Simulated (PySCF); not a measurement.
Species: C₆H₆O₃S.
Structure used (GFN2-xTB), in Å, numbered top down from 1:
```xyz
16
C6H6O3S angstrom
O      2.7703   -0.6194    1.0570
S      2.1587    0.3070    0.1511
O      2.5267    1.6827    0.2035
O      2.4655   -0.2478   -1.3436
C      0.3923    0.1454    0.1715
C     -0.3658    1.1603   -0.3715
C     -1.7440    1.0203   -0.4025
C     -2.3322   -0.1250    0.1131
C     -1.5539   -1.1320    0.6639
C     -0.1743   -0.9992    0.6901
H      3.0311   -1.0192   -1.2859
H      0.1350    2.0365   -0.7494
H     -2.3575    1.8012   -0.8248
H     -3.4064   -0.2321    0.0885
H     -2.0210   -2.0160    1.0708
H      0.4678   -1.7537    1.1158
```

NICS is the negative of the GIAO shielding at a point without a nucleus: at the ring centre (0) and 1 Å above and below it (1); zz is the component along the ring normal. Level: GIAO PBE0/pcSseg-1 (PySCF, non-relativistic, gas phase) on the GFN2-xTB geometry, one conformer.

Ring bond lengths (Å), with Mayer bond orders in brackets: C5–C6 1.378 (1.37), C6–C7 1.386 (1.43), C7–C8 1.387 (1.43), C8–C9 1.387 (1.43), C9–C10 1.386 (1.42), C10–C5 1.378 (1.38).

**Question.** Give the NICS values of each ring in ppm.

**Answer.** 
| ring | type | NICS(0) | NICS(1), two faces | NICS(1)zz, two faces | rms pucker (Å) | centre to ring atoms, mean (Å) |
| --- | --- | --- | --- | --- | --- | --- |
| C5–C6–C7–C8–C9–C10 | 6-membered carbocycle; formal bonds all aromatic | -9.4 | -11.8 / -11.6 | -29.4 / -28.9 | 0.00 | 1.38 |

**Question.** What do they say, and how far can they be read as aromaticity?

**Answer.** 
- C5–C6–C7–C8–C9–C10: mean NICS(1)zz -29.1 ppm, shielded, aromatic by this magnetic criterion (flat ring, no four-coordinate atom).

**Question.** What does the geometric index give? HOMA = 1 − mean of α(R − Ropt)² over the ring bonds, with Krygowski's 1993 parameters (CC: Ropt 1.388 Å, α 257.7 Å⁻²).

**Answer.** 
- C5–C6–C7–C8–C9–C10: HOMA 0.99 = 1 − EN − GEO, with mean bond length 1.384 Å, EN = α(Ropt − mean)² = 0.005 and GEO = α × variance = 0.004. The geometric and the magnetic index point the same way.

**Question.** What are the shieldings of the ring atoms and their hydrogens in the same run (means over atoms taken as equivalent)?

**Answer.** 
```csv
atoms,environment,σ isotropic (ppm),"principal values of the symmetric part, first atom (ppm)"
C5,substituted aromatic carbon,40.9,"-40.2, 30.7, 132.3"
C6 (×2),aromatic CH carbon,54.9,"-47.7, 27.8, 181.7"
C7 (×2),aromatic CH carbon,52.3,"-56.2, 33.3, 179.4"
C8,aromatic CH carbon,47.4,"-65.3, 27.8, 179.8"
H12 (×2),aromatic hydrogen,23.50,"19.0, 22.5, 29.0"
H13 (×2),aromatic hydrogen,23.84,"20.3, 24.4, 26.9"
H14,aromatic hydrogen,23.80,"20.5, 24.2, 26.7"
```

The run took 33 s on Arm Neoverse V1, one thread, shared host. This is the whole shielding run at PBE0/pcSseg-1, SCF included.
